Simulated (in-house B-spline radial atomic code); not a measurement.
# B3LYP (VWN-RPA) excitations of C4+

Method: B3LYP (VWN-RPA). Computed with a B-spline radial code for spherical atoms: linear response of the closed shell 1s2 with the functional's adiabatic kernel; scalar-relativistic (spin-free one-electron X2C), finite nucleus, no spin-orbit coupling, no double excitations, S, P, D and F terms only.

Command:
```bash
python run_td.py task.json out
```
Settings (radii: box in bohr, nucleus in fm):
```
Z                        6
electrons                2
configuration            1s2
hamiltonian              x2c
method                   b3lyp
box_radius               19.1
rms_radius               2.4702
intervals                74
```

Cost of the run: 0.3 s on 1 thread of Arm Neoverse N1 (shared host).

The lowest states, in the order of their Tamm-Dancoff energies; the method's threshold (minus the highest occupied level) is 365.33 eV. Labels give the largest channel, * marks a mixed state, and oscillator strengths are full-response dipole values. Semilocal kernels can invert the small singlet-triplet splittings of Rydberg terms. Energies in eV:

| state | full response | Tamm-Dancoff | oscillator strength |
| --- | --- | --- | --- |
| 1s → 2s 3S | ? | ? | - |
| 1s → 2p 3P | 292.09 | 292.12 | - |
| 1s → 2s 1S | 292.84 | 292.94 | - |
| 1s → 2p 1P | 297.33 | 297.36 | 0.563 |
| 1s → 3s 3S | 334.14 | 334.15 | - |
| 1s → 3s 1S | 335.65 | 335.68 | - |
| 1s → 3p 3P | 335.96 | 335.97 | - |
| 1s → 3d 3D | 336.81 | 336.81 | - |
| 1s → 3p 1P | ? | ? | ? |
| 1s → 3d 1D | 337.16 | 337.16 | - |

Where does 1s → 3p 1P lie?

At 337.04 eV in full response, 337.04 eV in Tamm-Dancoff, oscillator strength 0.118.

Where does 1s → 2s 3S lie?

At 285.87 eV in full response, 285.91 eV in Tamm-Dancoff.

How large is the singlet-triplet splitting of 1s → 2s (S terms) in Tamm-Dancoff?

7.03 eV, from the unrounded values.

What polarisabilities and dispersion coefficient does the method give?

Dipole 0.009191 bohr³, quadrupole 0.001106 bohr⁵, C6 0.0008304 hartree·bohr⁶ for two such species.
